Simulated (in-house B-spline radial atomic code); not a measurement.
Configurations of Cl⁺, with energies counted from [Ne] 3s2 3p4. Method: scalar-relativistic (X2C) r2SCAN0, spin-polarised, spherical fractional occupations, exact exchange averaged over the configuration, Fermi nucleus of rms radius 3.3654 fm. Calculated with a radial B-spline atomic code at the basis-set limit. Shells without spins written out take the highest spin.

Occupations are held fixed; configurations that lie above the ionisation limit could autoionise.

| configuration | E - E(ref) (eV) | highest orbital | its <r> (bohr) |
| --- | --- | --- | --- |
| [Ne] 3s2 3p3 4p1 | 15.617 | 4p up | 4.991 |
| [Ne] 3s1 3p4 3d1 | 26.348 | 3d up | 2.479 |
| [Ne] 3s1 3p4 4s1 | 26.435 | 4s up | 4.087 |
| [Ne] 3s1 3p4 4f1 | 33.344 | 4f up | 8.876 |

Problem. Order these further configurations by energy, lowest first.
A. [Ne] 3s2 3p3 4f1
B. [Ne] 3s1 3p4 4p1
C. [Ne] 3s2 3p3 4s1
D. [Ne] 3s2 3p3 4d1
E. [Ne] 3s1 3p5

Solution. C (13.137 eV), E (13.362 eV), D (18.572 eV), A (19.935 eV), B (28.962 eV).
